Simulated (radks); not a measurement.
Results of a calculation; reference values are marked as such.
The mean radii <r> (bohr) of the occupied orbitals of an atom or ion are listed with their occupations. Level of theory: scalar-relativistic Kohn-Sham, RPBE, spin-polarised, spherical densities, point nucleus (a radial shooting solver on a logarithmic mesh with Libxc functionals).

| orbital | occ. | <r> |
|---|---|---|
| 1s up | 1 | 0.02781 |
| 1s down | 1 | 0.02781 |
| 2s up | 1 | 0.1198 |
| 2s down | 1 | 0.1198 |
| 2p up | 3 | 0.1048 |
| 2p down | 3 | 0.1048 |
| 3s up | 1 | 0.3219 |
| 3s down | 1 | 0.3219 |
| 3p up | 3 | 0.3200 |
| 3p down | 3 | 0.3199 |
| 3d up | 5 | 0.2965 |
| 3d down | 5 | 0.2964 |
| 4s up | 1 | 0.7574 |
| 4s down | 1 | 0.7571 |
| 4p up | 3 | 0.8090 |
| 4p down | 3 | 0.8084 |
| 4d up | 5 | 0.9321 |
| 4d down | 3 | 0.9291 |
| 5s up | 1 | 1.868 |
| 5s down | 1 | 1.875 |
| 5p up | 3 | 2.170 |
| 4f up | 2 | 3.979 |

Name the element and its charge. Open shells, if any, are filled with parallel spins first.

Answer. Z = 52, tellurium, charge +1: Te+ in [Kr] 4d8 5s2 5p3 4f2. The 1s radius gives Z: for a bare nucleus <r> = (2 gamma + 1)/(2Z) with gamma = sqrt(1 - (Z/c)^2), 0.02741 bohr for Z = 52, and screening makes it slightly larger (0.02781 here). The occupations add up to 51, and the charge is Z minus that.
